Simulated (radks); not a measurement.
Spherical quantum dot in the effective-mass picture: electrons in a parabolic well V = omega^2 r^2 / 2 with omega = 0.308, with a point charge +2 (a donor) at the centre, all in effective atomic units (hartree* = m*/eps^2 hartree, bohr* = eps/m* bohr), one dielectric constant everywhere. Method: non-relativistic Kohn-Sham, r2SCAN, spin-polarised, spherical densities, generalised Kohn-Sham scheme; computed with a radial shooting solver with Libxc functionals. Levels are named by radial order and angular momentum (1s, 1p, 1d, 2s, ...), and open shells are averaged over m.

N = 9, configuration 1s2 1p(up 3, down 2) 2s2. This is the lowest configuration that the search found. Occupied and some empty levels:

| level | occupation | eigenvalue (hartree*) | <r> (bohr*) |
|---|---|---|---|
| 1s up | 1 | 1.7498 | 1.022 |
| 1s down | 1 | 1.7562 | 1.004 |
| 2s up | 1 | 2.3572 | 3.370 |
| 2s down | 1 | 2.3737 | 3.404 |
| 1p up | 3 | 2.3873 | 3.341 |
| 1p down | 2 | 2.4082 | 3.370 |
| 1d up | 0 | 2.6057 | 3.876 |
| 1d down | 0 | 2.6250 | 3.897 |
| 1f up | 0 | 2.8426 | 4.257 |
| 1f down | 0 | 2.8626 | 4.276 |
| 2p up | 0 | 2.8788 | 3.679 |
| 2p down | 0 | 2.9003 | 3.665 |
| 1g up | 0 | 3.1020 | 4.579 |
| 1g down | 0 | 3.1233 | 4.602 |

Energy (hartree*): total 7.90872, kinetic 4.8141, external -7.4018, Hartree 13.229, exchange-correlation -2.7331.

Electron density:

| r (bohr*) | n(r) (e/bohr*^3) |
|---|---|
| 0.286 | 1.295 |
| 0.605 | 0.4042 |
| 0.924 | 0.1405 |
| 1.24 | 0.05828 |
| 1.56 | 0.03337 |
| 1.88 | 0.02706 |
| 2.20 | 0.02604 |
| 2.52 | 0.02546 |
| 2.84 | 0.02394 |
| 3.15 | 0.02117 |
| 3.47 | 0.01749 |
| 3.79 | 0.01348 |
| 4.11 | 0.009667 |
| 4.43 | 0.006452 |
| 4.75 | 0.003990 |
| 5.07 | 0.002286 |
| 5.39 | 0.001213 |
| 5.71 | 0.0005970 |
| 6.02 | 0.0002730 |
| 6.34 | 0.0001157 |
